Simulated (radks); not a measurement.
Results of a calculation; reference values are marked as such.
Q: Ionisation of the tin ion Sn+, [Kr] 4d10 5s2 5p1, to Sn2+, [Kr] 4d10 5s2, under several functionals. Scalar-relativistic Kohn-Sham, spin-polarised, spherical densities, finite nucleus; open shells are filled with parallel spins first (spin-orbit coupling, left out, can overturn this in heavy ions); a radial shooting solver on a logarithmic mesh with Libxc functionals. The NIST Atomic Spectra Database gives 14.633 eV (measured). Rank these functionals by the error of their Delta-SCF ionisation energy: TASK exchange with Perdew-Wang LDA correlation; LDA (Slater exchange, VWN5 correlation); B86b exchange with PBE correlation; Wu-Cohen GGA; PW91; PBEsol; revPBE; BP86; XLYP; PBE; LDA (Slater exchange, Perdew-Zunger correlation).

A: From best to worst: LDA (Slater exchange, VWN5 correlation) 14.428 eV (-0.205); LDA (Slater exchange, Perdew-Zunger correlation) 14.417 eV (-0.216); BP86 14.328 eV (-0.305); PW91 14.237 eV (-0.396); Wu-Cohen GGA 14.211 eV (-0.422); PBEsol 14.192 eV (-0.441); B86b exchange with PBE correlation 14.185 eV (-0.448); XLYP 14.158 eV (-0.475); PBE 14.158 eV (-0.476); revPBE 14.067 eV (-0.566); TASK exchange with Perdew-Wang LDA correlation 13.835 eV (-0.799). Open shells are spherical and high-spin; term and fine-structure splittings are not resolved. Spin-orbit splitting is averaged out at the scalar-relativistic level.
